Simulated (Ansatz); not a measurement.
**A geometry optimisation of AlBBeH4Si with PBE0-D3(BJ)/def2-SVP**

The starting geometry of this gas-phase singlet was optimised with GFN2-xTB.

```xyz
8

Al   -0.8535    0.1770    0.7244
B     0.7469    0.5531   -0.6597
Be   -0.4169   -0.4683   -1.6138
Si    1.5618   -0.3431    0.8478
H    -2.1922    0.8684    1.2243
H     1.1544    1.6398   -0.9141
H    -1.0015   -1.3744    1.1247
H    -1.1901   -1.2304   -2.3400
```

Predict what it relaxes into with PBE0-D3(BJ)/def2-SVP.

A new bond forms, giving a structure with H7 bridging Al1 and Si4, given below by its coordinates. Contacts that close: Si4–H7 (2.78 → 1.65 Å).

The energy falls by 1.44 eV over 22 steps:

```json
{"step": "1", "E − E(last) (eV)": "1.438"}
{"step": "3", "E − E(last) (eV)": "0.970"}
{"step": "6", "E − E(last) (eV)": "0.504"}
{"step": "8", "E − E(last) (eV)": "0.269"}
{"step": "10", "E − E(last) (eV)": "0.191"}
{"step": "13", "E − E(last) (eV)": "0.134"}
{"step": "15", "E − E(last) (eV)": "0.048"}
{"step": "17", "E − E(last) (eV)": "0.017"}
{"step": "20", "E − E(last) (eV)": "0.000"}
{"step": "22", "E − E(last) (eV)": "0.000"}
```

Final geometry (Å):

```yaml
atoms:
  - { symbol: Al, position_ang: [-1.0422, -0.0178, 0.6648] }
  - { symbol: B, position_ang: [0.5765, -0.0691, -0.4233] }
  - { symbol: Be, position_ang: [-0.5058, 0.0853, -1.8337] }
  - { symbol: Si, position_ang: [1.3981, -0.2223, 1.3127] }
  - { symbol: H, position_ang: [-2.5589, 0.0643, 1.0751] }
  - { symbol: H, position_ang: [1.1398, -0.0475, -1.5205] }
  - { symbol: H, position_ang: [-0.0440, -0.1666, 2.1172] }
  - { symbol: H, position_ang: [-1.1545, 0.1957, -2.9988] }
```

Frequencies at the end are all real (lowest 120 cm⁻¹). Run with Ansatz 0.2.0, 53 s on 1 thread of Arm Neoverse V2 (shared host).
